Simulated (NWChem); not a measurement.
CH3F2NbO; SMILES [CH3][Nb](=[O])([F])[F]

No frequency run checked for a minimum. def2 effective core potentials on Nb; no spin-orbit coupling.

Problem. Give the equilibrium geometry at PBE-D3(BJ)/def2-SVP with def2 effective core potentials on Nb (NWChem) as an XYZ file, with the point group.

Solution. point group Cs; any orientation.
```
8

Nb     0.0285    -0.0003     0.0196
O      0.2359     0.0177     1.7146
F      0.6955     1.5968    -0.7098
F      0.6978    -1.6114    -0.6761
C     -2.1043    -0.0034    -0.2093
H     -2.5419    -0.8948     0.2896
H     -2.3817    -0.0146    -1.2859
H     -2.5405     0.8991     0.2704
```
